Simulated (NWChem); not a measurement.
System: CdNH3Se; SMILES [NH2][Cd][SeH]

Here is an NWChem input.

```
start job
memory heap 200 mb stack 900 mb global 1100 mb
geometry units angstroms noautosym nocenter noautoz
  Cd     0.497414    -0.452253     0.101719
  N      1.085862    -2.368517    -0.051854
  H      1.169207    -2.704000    -1.010147
  H      0.494693    -3.034675     0.442709
  Se    -0.019776     1.933465     0.314919
  H     -1.329155     1.742276    -0.331854
end
basis spherical
  * library def2-svpd
end
ecp
  Cd library def2-ecp
end
dft
  xc b3lyp
  iterations 150
end
property
  response 1 0.0
end
task dft property
```

Output (shortened):

```
             Northwest Computational Chemistry Package (NWChem) 7.3.0
             --------------------------------------------------------

                             Geometry "geometry" -> ""
                             -------------------------

 Output coordinates in angstroms (scale by  1.889725989 to convert to a.u.)

  No.       Tag          Charge          X              Y              Z
 ---- ---------------- ---------- -------------- -------------- --------------
    1 Cd                  48.0000     0.49741400    -0.45225300     0.10171900
    2 N                    7.0000     1.08586200    -2.36851700    -0.05185400
    3 H                    1.0000     1.16920700    -2.70400000    -1.01014700
    4 H                    1.0000     0.49469300    -3.03467500     0.44270900
    5 Se                  34.0000    -0.01977600     1.93346500     0.31491900
    6 H                    1.0000    -1.32915500     1.74227600    -0.33185400

 Effective nuclear repulsion energy (a.u.)     525.4659492012

                                 NWChem DFT Module
                                 -----------------

 Summary of "ao basis" -> "ao basis" (spherical)
 ------------------------------------------------------------------------------
       Tag                 Description            Shells   Functions and Types
 ---------------- ------------------------------  ------  ---------------------
 Cd                        def2-svpd                12       34   5s4p2d1f
 N                         def2-svpd                 8       20   4s2p2d
 H                         def2-svpd                 4        8   2s2p
 Se                        def2-svpd                15       41   6s5p4d

            General Information
            -------------------
          SCF calculation type: DFT
          Wavefunction type:  closed shell.
          No. of atoms     :     6
          No. of electrons :    64
           Alpha electrons :    32
            Beta electrons :    32
          Charge           :     0
          Spin multiplicity:     1
          Use of symmetry is: off; symmetry adaption is: off
          Maximum number of iterations: 150
          AO basis - number of functions:   119
                     number of shells:    47
          Convergence on energy requested:  1.00D-06
          Convergence on density requested:  1.00D-05
          Convergence on gradient requested:  5.00D-04

              XC Information
              --------------
                         B3LYP Method XC Potential
                     Hartree-Fock (Exact) Exchange  0.200
                        Slater Exchange Functional  0.800 local
                    Becke 1988 Exchange Functional  0.720 non-local
              Lee-Yang-Parr Correlation Functional  0.810
                  VWN I RPA Correlation Functional  0.190 local

             Grid Information
             ----------------
          Grid used for XC integration:  medium
          Radial quadrature: Mura-Knowles
          Angular quadrature: Lebedev.
          Tag              B.-S. Rad. Rad. Pts. Rad. Cut. Ang. Pts.
          ---              ---------- --------- --------- ---------
          Cd                  1.55      123          12.0       590
          N                   0.65       49          14.0       434
          H                   0.35       45          15.0       434
          Se                  1.15      112          12.0       590
          Grid pruning is: on
          Number of quadrature shells:   419
          Spatial weights used:  Erf1

      Superposition of Atomic Density Guess
      -------------------------------------

 Sum of atomic energies:       -2647.22965058

      Non-variational initial energy
      ------------------------------

 Total energy =   -2622.814655
 1-e energy   =   -4217.391855
 2-e energy   =    1342.806902
 HOMO         =      -0.296470
 LUMO         =      -0.043779

   convergence    iter        energy       DeltaE   RMS-Dens  Diis-err
 ---------------- ----- ----------------- --------- --------- ---------
 d= 0,ls=0.0,diis     1  -2625.5603658680 -2.88D+03  1.91D-02  5.64D-01
 d= 0,ls=0.0,diis     2  -2625.4463662662  1.14D-01  1.08D-02  1.48D+00
 d= 0,ls=0.0,diis     3  -2625.6236179115 -1.77D-01  2.68D-03  8.17D-02
 d= 0,ls=0.0,diis     4  -2625.6317283153 -8.11D-03  1.01D-03  1.26D-02
 d= 0,ls=0.0,diis     5  -2625.6331582896 -1.43D-03  2.69D-04  6.64D-04
  Resetting Diis
 d= 0,ls=0.0,diis     6  -2625.6332436907 -8.54D-05  5.11D-05  2.76D-05
 d= 0,ls=0.0,diis     7  -2625.6332462564 -2.57D-06  2.51D-05  2.21D-06
 d= 0,ls=0.0,diis     8  -2625.6332461139  1.43D-07  1.65D-05  3.37D-06
 d= 0,ls=0.0,diis     9  -2625.6332464905 -3.77D-07  3.83D-06  2.04D-07

         Total DFT energy =    -2625.633246490510
      One electron energy =    -4218.878760533532
           Coulomb energy =     1452.184559117205
    Exchange-Corr. energy =     -110.709342891978
 Nuclear repulsion energy =      251.770297817795

 Numeric. integr. density =       64.000009067095

                       DFT Final Molecular Orbital Analysis
                       ------------------------------------

 Vector   30  Occ=2.000000D+00  E=-3.001474D-01
              MO Center=  1.6D-01,  9.9D-01,  2.1D-01, r^2= 4.3D+00
   Bfn.  Coefficient  Atom+Function         Bfn.  Coefficient  Atom+Function
  ----- ------------  ---------------      ----- ------------  ---------------
    87      0.411628  5 Se py                84      0.398376  5 Se py
     4     -0.334095  1 Cd s                 81     -0.255001  5 Se py
    38      0.196784  2 N  s                 74      0.178009  5 Se s
     2      0.174433  1 Cd s                 40     -0.164666  2 N  py
    37      0.151362  2 N  s                  7      0.139390  1 Cd py

 Vector   31  Occ=2.000000D+00  E=-2.496595D-01
              MO Center=  1.0D+00, -2.0D+00, -2.0D-02, r^2= 2.5D+00
   Bfn.  Coefficient  Atom+Function         Bfn.  Coefficient  Atom+Function
  ----- ------------  ---------------      ----- ------------  ---------------
    38      0.525735  2 N  s                 39     -0.481752  2 N  px
    42      0.316381  2 N  px                64     -0.215964  4 H  s
    56     -0.213645  3 H  s                 41     -0.194060  2 N  pz
     4     -0.158923  1 Cd s                 84     -0.131166  5 Se py
    40      0.128454  2 N  py                87     -0.127696  5 Se py

 Vector   32  Occ=2.000000D+00  E=-2.433161D-01
              MO Center= -2.7D-02,  1.8D+00,  2.9D-01, r^2= 2.2D+00
   Bfn.  Coefficient  Atom+Function         Bfn.  Coefficient  Atom+Function
  ----- ------------  ---------------      ----- ------------  ---------------
    88      0.487206  5 Se pz                85      0.446033  5 Se pz
    82     -0.280952  5 Se pz                86     -0.227408  5 Se px
    83     -0.208043  5 Se px                80      0.131049  5 Se px
    19     -0.100336  1 Cd d -1              79      0.091170  5 Se pz
    87     -0.086323  5 Se py                84     -0.078766  5 Se py

 Vector   33  Occ=0.000000D+00  E=-5.294105D-02
              MO Center=  1.5D-01, -2.0D-01,  5.9D-02, r^2= 7.2D+00
   Bfn.  Coefficient  Atom+Function         Bfn.  Coefficient  Atom+Function
  ----- ------------  ---------------      ----- ------------  ---------------
     5      0.642932  1 Cd s                 76      0.605227  5 Se s
    13     -0.472492  1 Cd py                87      0.314944  5 Se py
     4      0.303300  1 Cd s                 38     -0.262886  2 N  s
    75     -0.255880  5 Se s                 84      0.245073  5 Se py
     2     -0.227844  1 Cd s                 74     -0.228485  5 Se s

 Vector   34  Occ=0.000000D+00  E=-2.196185D-02
              MO Center=  6.3D-01,  1.0D-01,  2.8D-01, r^2= 5.9D+00
   Bfn.  Coefficient  Atom+Function         Bfn.  Coefficient  Atom+Function
  ----- ------------  ---------------      ----- ------------  ---------------
    12      0.569602  1 Cd px                38     -0.567521  2 N  s
    14      0.314062  1 Cd pz                56      0.254746  3 H  s
    64      0.247878  4 H  s                 76      0.242035  5 Se s
    75     -0.210689  5 Se s                113      0.207086  6 H  s
     9      0.201789  1 Cd px                 6     -0.190554  1 Cd px

 Vector   35  Occ=0.000000D+00  E=-1.863227D-02
              MO Center=  4.9D-01, -3.0D-01,  3.9D-02, r^2= 5.7D+00
   Bfn.  Coefficient  Atom+Function         Bfn.  Coefficient  Atom+Function
  ----- ------------  ---------------      ----- ------------  ---------------
    14      0.747352  1 Cd pz                12     -0.360089  1 Cd px
    11      0.236696  1 Cd pz                88     -0.229359  5 Se pz
     8     -0.212316  1 Cd pz                56      0.164559  3 H  s
    64     -0.162531  4 H  s                 85     -0.141487  5 Se pz
    13     -0.121129  1 Cd py                 9     -0.114238  1 Cd px

     Multipole analysis of the density
     ---------------------------------

     L   x y z        total         alpha         beta         nuclear
     -   - - -        -----         -----         ----         -------
     0   0 0 0      0.000000    -32.000000    -32.000000     64.000000

[...]

 DFT Linear Response polarizability / au
 Frequency  =       0.0000000 / au
              X              Y              Z
 -----------------------------------------------
 X      61.3723655    -13.3468183     -1.2896199
 Y     -13.3467434    102.8492351      2.7922927
 Z      -1.2896384      2.7923071     58.2147371
 -----------------------------------------------
 Eigenvalues =      57.2034075    106.9628482     58.2700820
 Isotropic   =      74.1454459
 Anisotropic =      49.2347703
 -----------------------------------------------

 Magnetic Dipole Response Matrix (nonzero elements):

 Exiting AOResponse driver routine
```

Level: B3LYP/def2-SVPD with def2 effective core potentials on Cd. The geometry was optimised at PBE0/def2-SVP. Not confirmed as a minimum by frequencies. B3LYP is NWChem's, with the RPA form of VWN correlation. def2 effective core potentials on Cd; no spin-orbit coupling.
